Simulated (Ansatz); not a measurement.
Reaction (cleavage of the Ge–B bond): `N[B]([GeH3])CF` + HBr → `[GeH3][Br]` + `NBCF`

Computed with Ansatz on PBE0-D4/def2-TZVP structures; ΔE is electronic, products minus reactants. CCSD(T)/CBS is the MP2 limit (def2-TZVPP, def2-QZVPP) plus CCSD(T) − MP2 in def2-TZVPP, frozen cores. Functionals use def2-TZVPP. For Br, Ge outer-core shells are correlated without core-valence functions, which leaves a few kJ/mol of doubt a bond. Scalar relativity is left out up to krypton. Each species was taken in one conformer, which may not be the lowest.

`N[B]([GeH3])CF`:

```xyz
12

N     1.237   -0.935   -0.692
B     0.148   -0.295   -0.114
Ge    0.212    1.747    0.210
C    -1.124   -1.140    0.287
F    -2.128   -0.356    0.849
H     1.274   -1.926   -0.878
H     2.074   -0.450   -0.967
H     1.564    2.326   -0.268
H    -0.896    2.493   -0.554
H     0.066    2.105    1.699
H    -1.556   -1.648   -0.586
H    -0.870   -1.920    1.017
```

HBr:

```xyz
2

Br    0.267    0.277   -0.597
H    -0.267   -0.277    0.597
```

`[GeH3][Br]`:

Z-matrix (Å, degrees):
```
Ge
Br 1 2.309
H 1 1.532 2 107.2
H 1 1.532 2 107.2 3 -120.0
H 1 1.532 2 107.2 3 120.0
```

`NBCF`:

Z-matrix (Å, degrees):
```
C
B 1 1.572
F 1 1.398 2 112.4
H 1 1.097 2 111.3 3 120.7
H 1 1.097 2 111.3 3 -120.7
N 2 1.382 1 119.5 3 0.0
H 2 1.199 1 120.1 3 180.0
H 6 1.004 2 124.1 1 180.0
H 6 1.008 2 121.3 1 -0.0
```

CCSD(T)/CBS gives -92.9 kJ/mol.

(1) Another level gave -94.1 kJ/mol. Which?
A. PBE-D4/def2-TZVPP
B. SCS-MP2/def2-TZVPP
C. PBE0-D4/def2-TZVPP
D. HF/def2-TZVPP

Largest T1 diagnostic among the species: 0.012.

## Answers

(1) C. PBE0-D4 -94.1, SCS-MP2/def2-TZVPP -101.2, PBE-D4 -88.4, HF/def2-TZVPP -124.6 kJ/mol.

In def2-TZVPP, CCSD(T) changes the Hartree–Fock value by +32.5 kJ/mol (the triples alone add +3.0 kJ/mol) and MP2 by +26.6 kJ/mol. The D4 term adds +5.7 kJ/mol with B3LYP and +3.4 kJ/mol with PBE0; it sums over pairs of atoms, weighted by their polarisabilities, and B3LYP, whose exchange is more repulsive, gets the larger term. From PBE to PBE0 (25 % exact exchange), in def2-TZVPP and without D4, ΔE moves by −5.4 kJ/mol.

B3LYP here is the variant with VWN-RPA as its local correlation; programs differ in this.
